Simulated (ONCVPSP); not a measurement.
## scandium (Sc): one change to an ONCV potential, before and after

* Element: Sc
* Generator: ONCVPSP 4.0.1
* Type: optimised norm-conserving Vanderbilt (ONCV)
* Functional: LDA (Perdew-Wang 92)
* Relativity: scalar-relativistic
* Frozen core: [Ar]
* Valence charge: 3
* Reference configuration: 3d1 4s2
* Partial waves: 4s: rc 3.25 bohr, ncon 5, nbas 8, qcut 2.4 1/bohr, 2 projectors, debl 3.9 Ha; p scattering state at 0.31 Ha: rc 2.50 bohr, ncon 4, nbas 8, qcut 3.6 1/bohr, 2 projectors, debl 3.4 Ha; 3d: rc 2.40 bohr, ncon 5, nbas 10, qcut 7.1 1/bohr, 2 projectors, debl 0.6 Ha
* Local potential: polynomial inside 2.05 bohr (lpopt 5, dvloc0 0 Ha)
* Core correction: Teter function, fcfact 4, rcfact 1.6

Change: s: qcut 2.2; p: qcut 3.3; d: qcut 6.6.

Cutoffs: the cutoffs (Ha) at which the residual kinetic energy of the hardest occupied pseudo-wave falls to 1 and 0.1 mHa per electron; they do not see the model core or the augmentation charge, which bear on the density cutoff. Errors are all-electron minus pseudo energies relative to the spin-unpolarised reference configuration.

Task: How do hardness, ghosts and transferability respond?

Result: The potential gets softer (18 Ha and 21 Ha → 17 Ha and 19 Ha); of the 4 tests that both files solve, the error grows in 1 and shrinks in 0 by more than 15 % and 0.3 meV (median size 75.6 → 92.0 meV); neither file shows a bound ghost.

| quantity | base | changed |
| --- | --- | --- |
| cutoff, loose | 18 Ha | 17 Ha |
| cutoff, tight | 21 Ha | 19 Ha |
| loose cutoff by channel | s 2.4 Ha, d 18 Ha | s 2.4 Ha, d 17 Ha |
| bound ghosts | none | none |
| GHOST(+) flags under 300 eV | s at 85.8 eV, p at 121.2 eV | s at 85.2 eV, p at 120.3 eV |
| error for 3d1 4s1, meV [ΔE 7.06 eV] | -35 | -35 |
| error for 3d1 4s0, meV [ΔE 20.02 eV] | -299 | -297 |
| error for 3d1 4s1.5, meV [ΔE 2.82 eV] | -6.3 | -6.3 |
| error for 3d0 4s2, meV [ΔE 8.61 eV] | +116 | +149 |
| s: phases at 3.30 bohr within 0.05 rad from the reference energy up to (Ha; the scan ends near 5) | 0.8 | 0.8 |
| p: phases at 2.53 bohr within 0.05 rad from the reference energy up to (Ha; the scan ends near 5) | 3.8 | 3.8 |
| d: phases at 2.43 bohr within 0.05 rad from the reference energy up to (Ha; the scan ends near 5) | 3.9 | 3.8 |
| rms error of d²Exc/dni dnj with the model core, mHa | 17.80 | 17.98 |
